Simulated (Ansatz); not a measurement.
Geometry optimisation, RKS PBE/def2-SVP in Ansatz 0.2.0.

Input:

```yaml
crystal:
  periodic: [false, false, false]
  atoms:
    - { symbol: Zn, position_ang: [0.0, 0.0, 0.0] }
    - { symbol: O, position_ang: [0.0, 0.0, 1.79] }
    - { symbol: H, position_ang: [-0.9095, -0.2814, 2.1271] }
    - { symbol: C, position_ang: [0.0, 0.0, -1.98] }
    - { symbol: H, position_ang: [0.2799, -1.0082, -2.3505] }
    - { symbol: H, position_ang: [-1.0131, 0.2617, -2.3505] }
    - { symbol: H, position_ang: [0.7332, 0.7465, -2.3505] }
basis:
  gaussian: { orbitals: def2-SVP }
hamiltonian:
  xc: pbe
relax:
  f_tol: 0.02
  max_steps: 40
```

Run as:

```bash
$ ansatz run input.yaml --threads 1 --pin off --max-ram 2048MiB --backend cpu --events-out ev --progress --plain --runs-dir out
```

Task: Where does it end, and by what steps?

Result: It converged. After 4 steps the energy has fallen by 0.053 eV; Zn1 moved furthest, 0.08 Å.

```tsv
step	energy less start (eV)	largest force component (eV/Å)	accepted
0	0.0000	1.335	yes
1	-0.0427	0.442	yes
2	-0.0516	0.098	yes
3	-0.0520	0.127	yes
4	-0.0529	0.012	yes
```

```xyz
7
Properties=species:S:1:pos:R:3
Zn -0.076 -0.025 -0.029
O -0.010 -0.003 1.759
H -0.855 -0.262 2.169
C -0.004 -0.003 -1.955
H 0.289 -0.994 -2.358
H -0.990 0.263 -2.387
H 0.735 0.743 -2.314
```

Whether the end is a true minimum wasn't checked by a vibrational analysis.

The run took 13 s on 1 thread of Arm Neoverse V2, on a shared host, peak memory 0.14 GiB.
